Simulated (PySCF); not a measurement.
Rows and methods have been separated. Pair them.

Species: C₂H₂BFO₂.
SMILES: `FC1=COBO1`

The closed-shell ground state was solved 7 times with PySCF (density fitting, gas phase), always with PBE0, in these basis sets: 6-31G, STO-3G, aug-cc-pVDZ, cc-pVDZ, cc-pVTZ, pcSseg-0 and pcSseg-2. Isolated species at its PBE0-D3(BJ)/def2-SVP geometry, gas phase.

```tsv
row	total energy (Eh)	HOMO (eV)	LUMO (eV)	dipole (D)
P	-347.5275	-4.47	3.96	1.11
Q	-352.1003	-7.33	0.33	1.12
R	-352.3730	-7.08	0.07	0.81
S	-352.2517	-6.87	0.49	0.82
T	-352.3593	-7.00	0.26	0.80
U	-352.2741	-7.06	-0.05	0.82
V	-351.4009	-7.59	0.23	1.20
```

Task: Which basis belongs to which row?

Result: P = STO-3G, Q = 6-31G, R = pcSseg-2, S = cc-pVDZ, T = cc-pVTZ, U = aug-cc-pVDZ, V = pcSseg-0. From the lowest total energy up: pcSseg-2 (244 functions) 0 eV; cc-pVTZ (208 functions) +0.37 eV; aug-cc-pVDZ (156 functions) +2.69 eV; cc-pVDZ (94 functions) +3.30 eV; 6-31G (58 functions) +7.42 eV; pcSseg-0 (58 functions) +26.45 eV; STO-3G (32 functions) +131.85 eV.
